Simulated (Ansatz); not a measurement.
Input file for Ansatz (a quantum-chemistry and plane-wave program): R-CCSD(T)/def2-SVP on CH4OPb (SMILES C[O][PbH]), a point of a torsion scan. Elements past Kr take the def2 small-core potentials; no spin–orbit coupling. The run froze 11 orbitals, filled d shells among them.

Ansatz 0.2 input:
```yaml
crystal:
  periodic: [false, false, false]
  atoms:
    - {symbol: C, position_ang: [-0.93665139, -0.19313444, 0.02377022]}
    - {symbol: O, position_ang: [-0.05720036, 0.84288836, -0.24016089]}
    - {symbol: Pb, position_ang: [2.03661922, 1.18014795, -0.02544764]}
    - {symbol: H, position_ang: [-0.68006980, -1.09175108, -0.55078632]}
    - {symbol: H, position_ang: [-1.95267139, 0.11704540, -0.25066223]}
    - {symbol: H, position_ang: [-0.93015962, -0.46380333, 1.08673607]}
    - {symbol: H, position_ang: [2.54326677, -0.45310099, 0.70542831]}
basis:
  gaussian:
    orbitals: def2-SVP
magnetization: {spin_polarized: false}
correlation: {method: ccsd_t, electrons: outside_noble_gas}
scf: {lower_state_search: off}
```

Program output:

```
WARN ansatz: RAYON_NUM_THREADS=1 ignored (pool sized by the plan → 1); use --threads N
Functional definition: HF
these checks for a lower state are left out or cut short: stability, starts, cluster_reference, orbital_swaps, neighbouring_geometries, increment
integrals: 0.06 GiB planned
827 factors; integrals over basis functions are off by at most 1.6e-3 eV
mean field: 0.18 GiB planned
mean field evaluation 1: about -8344.5481 eV, gradient 3.5e1 eV
mean field evaluation 2: about -8344.6412 eV, gradient 3.5e1 eV
mean field evaluation 4: about -8347.4921 eV, gradient 3.0e0 eV
mean field evaluation 8: about -8347.5346 eV, gradient 2.1e-1 eV
mean field -8347.53503558 eV, -306.7662543952 hartree, gradient 3.0e-6 eV, S^2 0.000000; 0 other end points of the search recorded, 0 dependent functions left out
11 core orbitals not correlated, not the lowest: weight in the atoms' cores, before any rotation towards them, 0.939 or more for the frozen orbitals, at most 0.061 for the correlated occupied ones
reference -8347.53503558 eV, -306.7662543952 hartree; 9, 9 occupied and 54, 54 virtual orbitals, 827 factors
second order -10.82948975 eV of doubles, -0.00000000 eV of singles
coupled cluster: 0.16 GiB planned
cycle   1  -11.18251132 eV  change   -3.5e-1 eV  update   1.2e-1
cycle   2  -11.53974639 eV  change   -3.6e-1 eV  update   4.6e-2
cycle   3  -11.69897184 eV  change   -1.6e-1 eV  update   3.3e-2
cycle   4  -11.70024327 eV  change   -1.3e-3 eV  update   1.3e-2
cycle   5  -11.69396151 eV  change    6.3e-3 eV  update   7.6e-3
cycle   6  -11.69652498 eV  change   -2.6e-3 eV  update   3.1e-3
cycle   7  -11.69610756 eV  change    4.2e-4 eV  update   1.1e-3
cycle   8  -11.69594504 eV  change    1.6e-4 eV  update   3.4e-4
cycle   9  -11.69610848 eV  change   -1.6e-4 eV  update   1.7e-4
cycle  10  -11.69609604 eV  change    1.2e-5 eV  update   6.8e-5
cycle  11  -11.69609573 eV  change    3.1e-7 eV  update   2.9e-5
cycle  12  -11.69611490 eV  change   -1.9e-5 eV  update   9.9e-6
cycle  13  -11.69611346 eV  change    1.4e-6 eV  update   3.0e-6
perturbative correction -0.32660384 eV, -0.0120024696 hartree
Total energy: -8359.55775287 eV, -307.2080811064 hartree
Checks for a lower state left out: stability, starts, cluster_reference, orbital_swaps, neighbouring_geometries, increment
```

Self-consistency was reached.

Cost: very roughly 2.0 core-seconds.
